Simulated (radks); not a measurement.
Results of a calculation; reference values are marked as such.
All-electron atom: Br I in [Ar] 3d10 4s2 4p5 (the NIST ground configuration). Code: a radial shooting solver on a logarithmic mesh with Libxc functionals. Model: scalar-relativistic Kohn-Sham, PBEsol, spin-unpolarised, spherical densities, point nucleus.

Normalised radial functions P(r) = r R(r), r in bohr:

r,2p,3s,3d
0.001432,0.0032,0.0790,0.0000
0.00188,0.0052,0.1011,0.0000
0.002468,0.0086,0.1288,0.0000
0.003214,0.0140,0.1617,0.0000
0.004218,0.0230,0.2027,0.0001
0.005537,0.0378,0.2509,0.0001
0.007267,0.0619,0.3056,0.0003
0.009539,0.1007,0.3638,0.0006
0.01242,0.1600,0.4181,0.0012
0.0163,0.2543,0.4618,0.0026
0.0214,0.3968,0.4771,0.0056
0.02809,0.6039,0.4423,0.0116
0.03687,0.8891,0.3327,0.0237
0.04839,1.2537,0.1295,0.0471
0.06301,1.6593,-0.1540,0.0888
0.08271,2.0646,-0.4881,0.1636
0.1086,2.3446,-0.7566,0.2860
0.1425,2.3696,-0.8023,0.4682
0.187,2.0648,-0.4914,0.7079
0.2436,1.5100,0.1437,0.9655
0.3197,0.8670,0.9152,1.1918
0.4196,0.3698,1.4365,1.2948
0.5508,0.1083,1.4550,1.2194
0.723,0.0198,1.0512,0.9830
0.9414,0.0021,0.5564,0.6758
1.236,0.0001,0.2001,0.3780
1.622,0.0000,0.0462,0.1671
2.129,0.0000,0.0062,0.0550
2.794,0.0000,0.0004,0.0125
3.639,0.0000,0.0000,0.0019
4.776,0.0000,0.0000,0.0001
6.269,0.0000,0.0000,0.0000

2p: eigenvalue -1527.9 eV, 0 radial nodes, <r> = 0.166 bohr, 90 % of the charge inside 0.270 bohr. 3s: eigenvalue -237.63 eV, 2 radial nodes at r = 0.0551, 0.231 bohr, <r> = 0.552 bohr, 90 % of the charge inside 0.822 bohr. 3d: eigenvalue -66.713 eV, 0 radial nodes, <r> = 0.591 bohr, 90 % of the charge inside 0.974 bohr.
